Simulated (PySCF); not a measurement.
Radial density of Pd (palladium, neutral)

UHF, [Kr] 4d9 5p1, one real determinant (an excited configuration). Calculation: PySCF 2.14, in aug-cc-pwCVDZ-PP with ECP28MDF; scalar relativity through the core potential. This is the valence pseudo-density: the core potential removes the inner electrons and smooths the orbitals near the nucleus.

| r (bohr) | 4πr²ρ (e/bohr) | 4πr²(ρα − ρβ) |
| --- | --- | --- |
| 0.0187 | 1.414e-05 | 0.0000 |
| 0.0314 | 3.587e-05 | 0.0000 |
| 0.0528 | 8.579e-05 | 0.0000 |
| 0.0888 | 0.0003265 | 0.0000 |
| 0.149 | 0.003389 | 0.0002 |
| 0.251 | 0.05606 | 0.0033 |
| 0.423 | 1.319 | 0.0547 |
| 0.711 | 12.44 | 0.4818 |
| 1.20 | 13.61 | 0.7895 |
| 2.01 | 3.080 | 0.3243 |
| 3.38 | 0.4399 | 0.2158 |
| 5.69 | 0.1633 | 0.1591 |
| 9.57 | 0.02359 | 0.0236 |
| 16.1 | 0.0004748 | 0.0005 |

⟨L²⟩ = 8.04 against 12 for a pure F term, so this real determinant mixes terms. Energies and moments cover only the electrons outside the core potential.
